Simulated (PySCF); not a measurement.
C5H6BN. Atoms are numbered in the order given.

```xyz
13

C      0.3405    -2.9468     0.0000
C      0.0233    -1.7725     0.0000
C     -0.2904    -0.3921     0.0000
C     -1.4823     0.2723     0.0000
C     -1.0120     1.7230     0.0000
B      0.4346     1.0049     0.0000
N      1.7559     1.4273     0.0000
H      0.6082    -3.9860     0.0000
H     -2.5057    -0.1281     0.0000
H     -1.3026     2.3056     0.8927
H     -1.3026     2.3056    -0.8927
H      2.5363     0.7802     0.0000
H      2.0271     2.4034     0.0000
```

Geometry: B3LYP-D3(BJ)/def2-SVP. The structure was generated by enumeration, and PubChem lists no compound with its InChIKey, so it may never have been made. One conformer was computed; it need not be the lowest.

Vertical ionisation energy (IE) and electron affinity (EA) in eV. Rows of orbital energies are one-electron estimates. Where ΔSCF, EOM or ADC give a negative EA the extra electron is unbound and the value depends on the basis.

```
level                                          IE     EA
-------------------------------------------  ----  -----
−ε(HOMO), −ε(LUMO), ωB97X/def2-TZVP (PySCF)  8.92  -1.17
−ε(HOMO), −ε(LUMO), PBE/def2-TZVP (PySCF)    5.72   1.90
```
